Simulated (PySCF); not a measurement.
# C₆ coefficients of unlike pairs at PBEsol

Calculated with PySCF 2.14 from the dipole response of each species, C₆(A,B) = (3/π) ∫ α_A(iu) α_B(iu) du, in atomic units, from isotropic polarisabilities. For ions this is the dispersion term alone; charge-induced terms of lower order in 1/R come first.

| species | configuration | basis | relativity | α (bohr³) | C₆ (like pair) |
| --- | --- | --- | --- | --- | --- |
| Be⁺ | [He] 2s1 (2S) | aug-cc-pVDZ-DK (4s3p2d) | spin-free X2C | 21.93 | 59.09 |
| Co²⁺ | [Ar] 3d7 (4F) | x2c-QZVPPall with one added diffuse shell each of s, p, d, f, g type (12s8p6d5f3g) | spin-free X2C | 3.786 | 10.84 |
| Be | [He] 2s2 (1S) | aug-cc-pVDZ-DK (4s3p2d) | spin-free X2C | 43.13 | 263.9 |
| Nb⁺ | [Kr] 4d4 (5D) | aug-cc-pwCVTZ-PP with ECP28MDF (8s8p7d4f3g) | core potential | 28.83 | 189.3 |

Estimate C₆ for Be with Be⁺.

The integral gives 124.6. The combination rule 2 C_A C_B / (C_A α_B/α_A + C_B α_A/α_B) gives 124.6 and the geometric mean 124.9.

No spin-orbit coupling is included.

The other pairs:

| pair | C₆ |
| --- | --- |
| Co²⁺, Be⁺ | 17.41 |
| Be, Co²⁺ | 38.08 |
| Nb⁺, Be | 209.7 |
| Nb⁺, Be⁺ | 97.68 |
| Nb⁺, Co²⁺ | 40.96 |
